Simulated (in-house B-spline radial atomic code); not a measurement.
Ionising the nickel ion Ni⁺ with different functionals

Computed with a B-spline radial code for spherical atoms: non-relativistic Hamiltonian, point nucleus, spin-polarised at highest spin, spherical fractional occupations for the functionals, and exact exchange of hybrids averaged over the configuration. The ionisation energy is the difference of two self-consistent energies, [Ar] 3d9 → [Ar] 3d8, without Breit or QED terms; ε is the level of the shell that loses the electron (its least bound occupied spin orbital).

```csv
method,rung,ΔSCF (eV),-ε(3d) (eV)
PBE0,global hybrid,18.99,14.58
B3LYP,global hybrid,19.36,14.41
TPSSh,global hybrid,19.20,13.15
M06-2X,global hybrid,18.44,17.27
BHandHLYP,global hybrid,18.38,16.74
r2SCAN0,global hybrid,18.85,14.49
B97-1,global hybrid,19.09,14.23
HSE06,range-separated hybrid,19.00,14.19
wB97X,range-separated hybrid,19.05,17.22
CAM-B3LYP,range-separated hybrid,19.32,16.33
LC-wPBE,range-separated hybrid,19.37,17.44
```

(1) Among the functionals, which spreads more, the ΔSCF values or the orbital energies?

(2) How do they compare with the NIST value?

Answers

(1) The orbital energies: ΔSCF values span about 0.99 eV and the orbital energies 4.28 eV; here energy differences depend much less on the functional than eigenvalues do.

(2) NIST lists 18.169 eV (measured, ground level to ground level). Errors run from +0.21 to +1.20 eV; BHandHLYP is closest (+0.21 eV), but part of that can be cancellation, since the calculations leave out relativity, Breit-QED terms, multiplet and fine-structure energies.
